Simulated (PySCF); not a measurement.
F3NbO, multiplicity 1. Atoms are numbered in the order given.

```xyz
5

Nb     0.0000     0.0000    -0.0193
O      0.0000     0.0000    -1.7233
F      1.5466     0.8929     0.5400
F      0.0000    -1.7859     0.5400
F     -1.5466     0.8929     0.5400
```
Charge 0, spin multiplicity 1.

The structure is a stationary point at PBE-D3(BJ)/def2-SVP. The multiplicity is an assumed one; other spin states were not compared. The def2 effective core potentials stand for the cores of Nb; spin–orbit coupling is left out.

All values below come from PBE-D3(BJ)/def2-SVP run with PySCF.

Frequencies are harmonic and unscaled.

Modes within 1.5 cm⁻¹ of each other (mostly degenerate sets) share a row, with their intensities summed.

Question: List the normal modes with their intensities. (Estimate from the structure and the level; the computed values follow.)

Answer: 
```tsv
mode	ν (cm⁻¹)	IR (km/mol)	moving atoms (share of kinetic energy)
1–2	163	19.1	F 90 %, Nb 9 %
3	196	14.3	F 71 %, Nb 24 %
4–5	256	21.0	O 59 %, F 32 %, Nb 10 %
6	684	42.7	F 95 %
7–8	717	293.6	F 75 %, Nb 25 %
9	1017	132.6	O 85 %, Nb 15 %
```
